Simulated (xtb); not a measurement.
Species: HF3SSi, SMILES `F[Si](F)(F)S` (charge 0, multiplicity 1).

Q: Give a relaxed geometry from GFN2-xTB (xtb).

A: the end point of this relaxation (outside a Z-matrix the atoms follow the SMILES, hydrogens last).
Z-matrix (Å, degrees):
```
Si
F 1 1.5756
F 1 1.5830 2 106.27
F 1 1.5830 2 106.27 3 110.00
S 1 2.0997 2 111.09 4 125.00
H 5 1.3299 1 95.65 2 -180.00
```
